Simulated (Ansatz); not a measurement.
Computed with Ansatz.

CH4AlFO at its PBE0-D4/def2-TZVP geometry, where that method's forces vanish. The species carries charge 0 and has multiplicity 1. The bonds changed during the relaxation, so this is another structure than the one it started from.

```csv
atom,x (Å),y (Å),z (Å)
O1,0.0102,-0.8686,0.6482
C2,-0.5566,-0.4113,-0.6959
Al3,0.7677,0.8019,0.0152
F4,0.1523,2.0290,0.9506
H5,-0.6731,-0.8981,1.3242
H6,-1.6172,-0.1947,-0.5809
H7,-0.3978,-1.2242,-1.3993
H8,2.3143,0.7662,-0.2621
```

Question: For each bond, give half the difference of the two atoms' forces along it (eV/Å; positive pushes the atoms apart) under PBE-D4, r2SCAN-D4, B3LYP-D4, ωB97M-V in def2-TZVPP. (An estimate is asked.)

Answer: The calculation gave: 
| bond | length (Å) | PBE-D4 | r2SCAN-D4 | B3LYP-D4 | ωB97M-V |
| --- | --- | --- | --- | --- | --- |
| O1–C2 | 1.529 | 0.34 | 0.39 | 0.41 | 0.26 |
| O1–Al3 | 1.940 | 0.15 | 0.05 | 0.15 | 0.10 |
| O1–H5 | 0.962 | 0.34 | -0.02 | -0.08 | -0.12 |
| C2–Al3 | 1.932 | 0.08 | 0.08 | 0.19 | 0.14 |
| C2–H6 | 1.089 | 0.06 | -0.07 | -0.12 | -0.10 |
| C2–H7 | 1.087 | 0.08 | -0.07 | -0.14 | -0.12 |
| Al3–F4 | 1.661 | 0.37 | 0.02 | 0.14 | 0.13 |
| Al3–H8 | 1.572 | -0.09 | -0.03 | -0.18 | -0.21 |

B3LYP here is the variant with VWN-RPA as its local correlation; programs differ in this.
